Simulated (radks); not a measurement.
The scandium ion Sc2+ inside a hard spherical wall (all orbitals vanish at R), configuration held at [Ar] 3d1 and not refilled when levels cross. All-electron calculation, scalar-relativistic Kohn-Sham, PBEsol, spin-polarised, spherical densities, finite nucleus; open shells are filled with parallel spins first; Fermi nuclear charge, rms radius 3.5459 fm. Program: a radial shooting solver on a logarithmic mesh with Libxc functionals. Eigenvalues in eV for spin up, with the zero of energy where the potential of the charges vanishes at infinity; a dash marks a level that is unbound or too diffuse for the functional's potential to be trusted. A positive occupied level is held by the wall or, in an anion where self-interaction has pushed it up, behind a barrier. The pressure on the wall is -dE/dV.

R (bohr)  E (hartree)  kinetic (hartree)    e(2p)    e(3s)    e(3p)    e(3d)  e(4s, empty)  e(4p, empty)  pressure (GPa)
free       -762.43374            768.146  -403.44  -70.615  -49.257  -18.255       -15.907       -11.759               0
20         -762.43374            768.146  -403.44  -70.615  -49.257  -18.255       -15.907       -11.759        < 0.0001
10         -762.43374            768.146  -403.44  -70.615  -49.257  -18.255       -15.907       -11.753        < 0.0001
8          -762.43373            768.146  -403.44  -70.614  -49.255  -18.254       -15.890       -11.675        0.000964
7          -762.43365            768.147  -403.43  -70.607  -49.248  -18.246       -15.822       -11.471         0.00806
6          -762.43318            768.151  -403.39  -70.574  -49.217  -18.206       -15.536       -10.842          0.0654
4          -762.41342            768.280  -402.59  -69.987  -48.645  -17.294       -10.364        -3.218            5.77
3.5        -762.37698            768.517  -401.64  -69.334  -47.978  -16.205        -4.971         3.593            23.7
1.5        -750.02825            814.614  -329.68   -3.066   23.239   58.911        283.60        291.23           40800
